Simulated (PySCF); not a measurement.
## RuN(OH)2: from structure and modes to constants

Method: UPBE0/[Ru def2-TZVP with ECP28, N def2-TZVP, O def2-TZVP, H def2-TZVP], scalar-relativistic core potentials, density fitting, no spin–orbit coupling, PySCF.

The doublet minimum has Cs symmetry. Masses (u): Ru 101.90435, N 14.00307, O 15.99492, H 1.00782.

```xyz
6
charge 0 multiplicity 2, angstrom
Ru    0.0758    0.0027    0.0000
N     1.6421   -0.0128    0.0000
O    -0.9313    1.5990    0.0000
O    -0.8159   -1.6599    0.0000
H    -0.5025    2.4584    0.0000
H    -1.7774   -1.6821    0.0000
```

Harmonic wavenumbers (cm⁻¹): 88.7 (a'', ×1), 141.6 (a', ×1), 168.4 (a'', ×1), 269.3 (a', ×1), 287.2 (a'', ×1), 622.6 (a', ×1), 637.0 (a', ×1), 669.1 (a', ×1), 701.5 (a', ×1), 1226.1 (a', ×1), 3871.6 (a', ×1), 3893.7 (a', ×1).

(1) Find the principal moments of inertia and the rotational constants. What kind of rotor is it?

(2) Find the vibrational entropy and heat capacity at 298.15 K.

(3) Give the standard entropy (298.15 K, 1 bar) by its translational, rotational, vibrational and spin parts, and Cp.

Answers

(1) About the centre of mass I = 66.288, 93.927, 160.22 u Å². With B = 16.8576/I this gives 0.2543, 0.1795, 0.1052 cm⁻¹. The molecule is an asymmetric top with κ = 0.00.

(2) With u = 1.43878 ω/T, each mode gives S = R[u/(eᵘ−1) − ln(1−e⁻ᵘ)] and C = R u² eᵘ/(eᵘ−1)².
| ω (cm⁻¹) | u | S (J/(mol K)) | C (J/(mol K)) |
| --- | --- | --- | --- |
| 88.7 | 0.428 | 15.44 | 8.19 |
| 141.6 | 0.683 | 11.64 | 8.00 |
| 168.4 | 0.813 | 10.26 | 7.87 |
| 269.3 | 1.300 | 6.70 | 7.24 |
| 287.2 | 1.386 | 6.24 | 7.10 |
| 622.6 | 3.004 | 1.73 | 4.12 |
| 637.0 | 3.074 | 1.63 | 3.99 |
| 669.1 | 3.229 | 1.44 | 3.72 |
| 701.5 | 3.385 | 1.27 | 3.46 |
| 1226.1 | 5.917 | 0.16 | 0.79 |
| 3871.6 | 18.683 | 0.00 | 0.00 |
| 3893.7 | 18.790 | 0.00 | 0.00 |
The sums over all modes are S = 56.5 and C = 54.5 J/(mol K); the softest mode gives 27 % of the entropy.

(3) Sackur–Tetrode with M = 149.91 u gives 171.3; rotation with symmetry number 1 gives 105.9; vibration 56.5; spin R ln 2 = 5.8. The total is 339.6 J/(mol K), and Cp = 4 R + 54.5 = 87.7 J/(mol K).

This need not be the most stable arrangement of these atoms. Open d and f shells are described by one determinant, and the ground state may have another occupation or spin.
